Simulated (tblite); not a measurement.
CeF₄, singlet, at a GFN2-xTB geometry (such geometries of metal compounds can be far from the true shape); GFN1-xTB (tblite).

tblite was given this input:
```
$ tblite run mol.xyz --method gfn1 --charge 0 --spin 0 --guess eeq --json tblite.json --no-restart

# file mol.xyz
5

Ce     0.00000000     0.00000000     0.00000000
F      1.33903802     0.94497572    -1.23105008
F      1.00395844    -1.27976711     1.24729701
F     -1.33914380    -1.06043899    -1.13298246
F     -1.00385266     1.39523038     1.11673553
```

What the program printed (banner, timings and long lists left out):

```
xTB calculator
 | screened Coulomb repulsion
 | Coulomb electrostatics
 |  * isotropic Klopman-Ohno-Mataga-Nishimoto electrostatics
 |  * onsite third-order electrostatics
 | DFT-D3(BJ) dispersion correction

halogen bonding energy    0.0000000000000E+00 Eh
repulsion energy          3.4423042016178E-03 Eh
dispersion energy        -8.6932837585895E-04 Eh
number of electrons       3.1000000000000E+01 e
integral cutoff           3.7325043537990E+01 bohr

------------------------------------------------------------
  cycle        total energy    energy error   density error
------------------------------------------------------------
      1     -20.56931502988  -2.0571888E+01   6.3220457E-01
      2     -20.91796834163  -3.4865331E-01   5.1819416E-01
      3     -21.18820864758  -2.7024031E-01   3.7470056E-01
      4     -21.25255555042  -6.4346903E-02   1.9928070E-01
      5     -20.90065859263   3.5189696E-01   4.0775824E-01
      6     -21.22917998078  -3.2852139E-01   2.1893958E-01
      7     -21.35862705896  -1.2944708E-01   9.3463336E-02
      8     -21.36899154395  -1.0364485E-02   7.2943065E-02
      9     -21.36864476530   3.4677864E-04   6.8335866E-02
     10     -21.37291146818  -4.2667029E-03   5.1013352E-02
     11     -21.37794079670  -5.0293285E-03   2.2757309E-02
     12     -21.37884763956  -9.0684287E-04   9.0817014E-03
     13     -21.37912445263  -2.7681307E-04   7.9173795E-04
     14     -21.37902919927   9.5253357E-05   5.0308636E-03
     15     -21.37911568865  -8.6489380E-05   1.7116412E-03
     16     -21.37912505710  -9.3684475E-06   6.2283935E-04
     17     -21.37912646702  -1.4099145E-06   8.5892851E-05
     18     -21.37912649427  -2.7257109E-08   2.1720395E-06
------------------------------------------------------------

electronic energy        -2.1381699470099E+01 Eh
total energy             -2.1379126494274E+01 Eh

Post processing:
 | Mayer-Wiberg bond orders

[Info] JSON dump of results written to 'tblite.json'
```
